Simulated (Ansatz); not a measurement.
C8H14ClNOZr, SMILES `C[O][Zr]1234([Cl])([N](C)C)[C@H]5[C@@H]1[C@@H]2[C@@H]3[C@H]54`, relaxed with RKS PBE0-D4/def2-TZVP in Ansatz 0.2.0 from a GFN2-xTB geometry. The force threshold is 0.005 eV/Å; the program also tests the step.

Total charge 0; spin multiplicity 1. Zr takes the def2 core potential.

Start:

```xyz
26

C     2.423   -0.897   -1.699
O     1.581   -1.320   -0.669
Zr    0.639    0.026    0.243
Cl    2.217    1.715    0.455
N    -0.454    0.762   -1.257
C    -1.354   -0.164   -1.921
C    -1.072    2.060   -1.061
C    -0.748   -1.546    1.516
C    -1.395   -0.288    1.603
C    -0.556    0.584    2.338
C     0.603   -0.135    2.709
C     0.486   -1.451    2.204
H     1.911   -0.157   -2.346
H     2.717   -1.761   -2.313
H     3.342   -0.441   -1.287
H    -1.624    0.205   -2.924
H    -2.301   -0.306   -1.359
H    -0.855   -1.136   -2.031
H    -1.350    2.508   -2.030
H    -0.357    2.734   -0.569
H    -1.999    2.001   -0.451
H    -1.178   -2.454    1.108
H    -2.417   -0.081    1.304
H    -0.811    1.587    2.666
H     1.390    0.229    3.363
H     1.162   -2.274    2.407
```

(1) How much energy does the relaxation release, and in how many steps? (Best estimate.)

(2) Which bonds change most? (Estimate.)

(3) Give the relaxed structure. (An estimate is asked.)

Results:

(1) Ansatz gave: 18.93 kcal/mol, in 32 steps, 1 of them rejected.

(2) Ansatz gave: Zr3–C12 from 2.459 to 2.564 Å; Zr3–Cl4 from 2.321 to 2.411 Å; Zr3–C11 from 2.471 to 2.559 Å; Zr3–C8 from 2.453 to 2.522 Å.

(3) The calculation gave: 
```xyz
26

C     2.370   -1.860   -1.348
O     1.645   -0.732   -0.987
Zr    0.621    0.430    0.135
Cl    1.931    2.402    0.592
N    -0.848    1.082   -1.107
C    -1.164    0.567   -2.415
C    -1.803    2.062   -0.657
C    -0.289   -1.567    1.378
C    -1.187   -0.504    1.616
C    -0.516    0.462    2.392
C     0.792   -0.013    2.649
C     0.928   -1.268    2.032
H     2.069   -2.202   -2.344
H     2.204   -2.681   -0.639
H     3.441   -1.635   -1.372
H    -1.189    1.373   -3.162
H    -2.148    0.075   -2.435
H    -0.415   -0.160   -2.734
H    -1.843    2.920   -1.342
H    -1.532    2.456    0.327
H    -2.821    1.647   -0.586
H    -0.498   -2.456    0.800
H    -2.202   -0.437    1.252
H    -0.921    1.404    2.731
H     1.557    0.515    3.198
H     1.818   -1.880    2.027
```
